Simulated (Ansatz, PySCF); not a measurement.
Energy difference 4 R1 + R2 → 4 P1 + P2, each structure at its B3LYP-D3(BJ)/def2-TZVP stationary point, reached from a drawn start (curvature not checked).
P1: HCl (SMILES Cl), charge 0, multiplicity 1.
R1, HF (SMILES F) (charge 0, multiplicity 1):
```xyz
2

F      0.000     0.000     0.462
H      0.000     0.000    -0.462
```
R2, SiCl4 (SMILES Cl[Si](Cl)(Cl)Cl) (charge 0, multiplicity 1):
```xyz
5

Si     0.00000     0.00000     0.00000
Cl     1.17346     1.17346     1.17346
Cl     1.17346    -1.17346    -1.17346
Cl    -1.17346     1.17346    -1.17346
Cl    -1.17346    -1.17346     1.17346
```
P2: SiF4 (SMILES F[Si](F)(F)F), charge 0, multiplicity 1.

```
level                        reaction energy (kcal/mol)  minus CCSD(T)/cc-pV(Q+d)Z
---------------------------  --------------------------  -------------------------
SVWN5/def2-TZVPP                                 -45.77                       8.43
PBE-D3(BJ)/def2-TZVPP                            -41.02                      13.18
PBE-D4/def2-TZVPP                                -40.54                      13.66
revPBE-D4/def2-TZVPP                             -37.11                      17.09
r2SCAN-D4/def2-TZVPP                             -51.19                       3.01
B3LYP-D4/def2-TZVPP                              -50.27                       3.93
BHLYP-D3(BJ)/def2-TZVPP                          -53.61                       0.59
CAM-B3LYP-D3(BJ)/def2-TZVPP                      -56.09                      -1.89
B2PLYP-D3(BJ)/def2-TZVPP                         -50.71                       3.49
MP2/cc-pV(D+d)Z                                  -46.47                       7.73
SCS-MP2/cc-pV(T+d)Z                              -56.56                      -2.36
CCSD/cc-pV(D+d)Z                                 -50.22                       3.99
CCSD(T)/cc-pV(D+d)Z                              -49.23                       4.97
CCSD(T)/cc-pV(Q+d)Z                              -54.20                       0.00
```

 The comparison column counts from a level with limits of its own.

P less R. No zero-point or thermal terms.

Cores are frozen in the correlated methods.

Run with Ansatz (a quantum-chemistry and plane-wave program); PySCF for the D3/D4 terms. No computed number here is a measurement.
